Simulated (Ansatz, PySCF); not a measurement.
CH₄ClFOSi, SMILES OC[Si@@H](F)Cl. Atoms are numbered in the order given.

```xyz
9

O     -2.1640     0.9861     0.2785
C     -1.5981    -0.2122    -0.2386
Si     0.1673    -0.4299     0.3804
F      0.7081    -1.9050    -0.0368
Cl     1.4107     0.9769    -0.4707
H     -2.3278     0.8660     1.2231
H     -1.5884    -0.1221    -1.3374
H     -2.2065    -1.1111    -0.0085
H      0.2488    -0.3051     1.8558
```

Coordinates come from a B3LYP-D3(BJ)/def2-SVP optimisation. The structure was generated by enumeration; whether it is a known compound was not checked. The values are those of a single conformer.

Two levels are set side by side: PBE-D3(BJ)/def2-SVP (Ansatz, an electronic-structure program) and B3LYP-D3(BJ)/def2-SVP (Ansatz). Each level has its own optimised geometry; the coordinates shown are those of the second. Frequencies come from the Hessian of PySCF at each geometry. Differences are taken from unrounded values.

| quantity | B3LYP-D3(BJ) | PBE-D3(BJ) | PBE-D3(BJ) minus B3LYP-D3(BJ) |
|---|---|---|---|
| mean bond length (Å) | 1.457 | 1.466 | 0.009 |
| bond O1–C2 (Å) | 1.423 | 1.426 | 0.003 |
| bond C2–Si3 (Å) | 1.883 | 1.892 | 0.009 |
| bond Si3–F4 (Å) | 1.626 | 1.638 | 0.012 |
| bond Si3–Cl5 (Å) | 2.061 | 2.067 | 0.006 |
| bond O1–H6 (Å) | 0.966 | 0.975 | 0.009 |
| bond C2–H7 (Å) | 1.103 | 1.111 | 0.008 |
| bond C2–H8 (Å) | 1.110 | 1.119 | 0.009 |
| bond Si3–H9 (Å) | 1.483 | 1.499 | 0.016 |
| highest harmonic wavenumber (cm⁻¹) | 3814 | 3699 | -114 |
| mean harmonic wavenumber (cm⁻¹) | 1160 | 1126 | -34 |
| zero-point energy (kcal/mol) | 34.82 | 33.81 | -1.01 |

GGA bonds tend to be longer and softer than those of functionals with exact exchange. Differences between two approximate levels are no errors against the true value.
